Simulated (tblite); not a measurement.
Compound: C4H10O2S2Si.
Z-matrix (Å and degrees, GFN2-xTB geometry), rows numbered from 1:
```
C 
O   1  1.4252
C   2  1.3236  1  116.32
O   3  1.2065  2  124.05  1    -1.59
C   3  1.5039  2  112.02  1   177.73
S   5  1.8144  3  110.39  2   151.24
Si  6  2.1510  5  100.55  3    51.71
S   7  2.1436  6  110.19  5    37.88
C   8  1.8137  7   98.15  6   165.03
H   1  1.0914  2  110.11  3   -61.89
H   1  1.0865  2  106.08  3   178.38
H   1  1.0915  2  110.24  3    58.44
H   5  1.0877  3  111.05  2    30.86
H   5  1.0924  3  108.66  2   -89.80
H   7  1.4496  6  115.64  5   -92.21
H   7  1.4603  6  100.79  5   148.65
H   9  1.0847  8  106.87  7  -177.86
H   9  1.0848  8  109.71  7   -58.41
H   9  1.0848  8  109.39  7    62.95
```

Calculated harmonic vibrations of the isolated species, GFN2-xTB (tblite), most abundant isotopes, no scaling. The method is semi-empirical: single wavenumbers can be off by several per cent or more. Modes of hydrogen on silicon can be 10 to 20 % off. One conformer, not necessarily the lowest.

Harmonic wavenumbers (cm⁻¹): 27.0, 31.4, 67.4, 75.5, 98.7, 111.4, 134.4, 144.5, 177.9, 204.4, 230.9, 295.8, 379.5, 478.1, 527.7, 551.7, 558.6, 573.3, 677.7, 717.3, 734.8, 770.4, 830.9, 864.6, 925.7, 951.2, 962.1, 1019.7, 1075.7, 1118.6, 1146.5, 1168.5, 1242.5, 1324.2, 1384.7, 1393.6, 1438.6, 1453.6, 1455.6, 1458.7, 1743.7, 2280.1, 2369.0, 2953.0, 2985.3, 2994.1, 3022.6, 3038.7, 3043.4, 3050.9, 3061.6.

A = 1400, B = 667.0, C = 517.5 MHz; mass 181.989 u (most abundant isotopes); point group C1, symmetry number 1.

What is the zero-point energy?

Half the sum of the wavenumbers: 29663 cm⁻¹ = 354.85 kJ/mol.

What is S at 400 K and 1 bar for an ideal gas of classical rigid rotors and harmonic oscillators?

Translation 179.87, rotation 132.85, vibration 246.17: S = 558.9 J/(mol K).

And Cp and H(400 K) − H(0)?

Cp = 231.43 J/(mol K), of which vibrations give 198.17 (their classical limit is 51 R = 424.0); H(400 K) − H(0) = 58.86 kJ/mol without the zero-point energy, 45.56 from vibrations.

What must be added to the electronic energy to get the Gibbs energy at 400 K and 1 bar?

ZPE + [H(400 K) − H(0)] − T·S = 354.85 + 58.86 − 223.56 = 190.15 kJ/mol.

Which modes carry the vibrational entropy at 400 K?

27.0 cm⁻¹: 27.71; 31.4 cm⁻¹: 26.45; 67.4 cm⁻¹: 20.12; 75.5 cm⁻¹: 19.18; 98.7 cm⁻¹: 16.97; 111.4 cm⁻¹: 15.97 J/(mol K); the other 45 give 119.78 together.

Blend soft modes into free rotors: weight 1/[1 + (100 cm⁻¹/ν̃)⁴] for the oscillator and the rest for a rotor with moment μB/(μ + B), μ = h/(8π²ν), B = 10⁻⁴⁴ kg m². What vibrational entropy results?

216.31 J/(mol K) in place of 246.17, which changes −T·S at 400 K by +11.94 kJ/mol.

How do the functions run with temperature in this model?

```
T (K)  S (J/(mol K))  Cp (J/(mol K))  H − H(0) (kJ/mol)  G − H(0) (kJ/mol)  ln q(vib)
  100          340.3           108.0               7.35             -26.68       4.02
  200          428.6           151.1              20.34             -65.38       8.48
  300          497.9           193.3              37.58            -111.80      12.36
  500          614.1           263.2              83.65            -223.38      19.23
  800          753.4           329.0             173.37            -429.37      28.17
 1000          830.1           357.5             242.17            -587.90      33.43
```

q(vib) and H(0) count from the zero-point level.

Hindered rotation and anharmonicity are outside this model. Other conformers, if any are populated, would add a mixing term that is left out. The structure is chiral; the term R ln 2 for an equal mix with its mirror image is left out.
